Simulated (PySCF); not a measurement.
hexafluoropropylene oxide (C3F6O), SMILES FC(F)(F)C1(F)OC1(F)F.

Geometry: PBE0-D3(BJ)/def2-SVP.

These are PBE0-D3(BJ)/def2-SVP (PySCF 2.14.0) values and carry that method's errors.

Harmonic, unscaled wavenumbers; measured fundamentals usually lie a few per cent lower.

Question: Give all harmonic wavenumbers and intensities. (Estimate from the structure and the level; the computed values follow.)

Answer: 
| mode | ν (cm⁻¹) | IR (km/mol) | moving atoms (share of kinetic energy) |
|---|---|---|---|
| 1 | 43 | 0.1 | F 94 % |
| 2 | 134 | 0.8 | F 86 %, O 8 % |
| 3 | 161 | 1.8 | F 91 % |
| 4 | 248 | 1.6 | F 90 % |
| 5 | 270 | 1.4 | F 92 % |
| 6 | 316 | 0.9 | F 86 % |
| 7 | 357 | 0.1 | F 85 %, O 8 % |
| 8 | 440 | 1.7 | F 67 %, O 21 %, C 11 % |
| 9 | 520 | 7.1 | F 81 %, C 12 % |
| 10 | 552 | 0.2 | F 62 %, O 27 %, C 10 % |
| 11 | 586 | 4.6 | F 57 %, O 36 % |
| 12 | 599 | 1.2 | F 74 %, O 14 %, C 12 % |
| 13 | 634 | 9.9 | F 63 %, O 20 %, C 16 % |
| 14 | 748 | 45.5 | F 50 %, C 28 %, O 22 % |
| 15 | 802 | 6.7 | F 82 %, C 14 % |
| 16 | 860 | 0.4 | C 71 %, F 21 % |
| 17 | 1079 | 306.8 | C 64 %, F 33 % |
| 18 | 1202 | 166.7 | C 58 %, O 35 % |
| 19 | 1231 | 195.5 | C 68 %, F 25 % |
| 20 | 1277 | 171.7 | C 76 %, F 23 % |
| 21 | 1296 | 207.5 | C 76 %, F 23 % |
| 22 | 1350 | 438.2 | C 75 %, F 25 % |
| 23 | 1428 | 74.7 | C 88 %, F 11 % |
| 24 | 1631 | 179.8 | C 92 % |
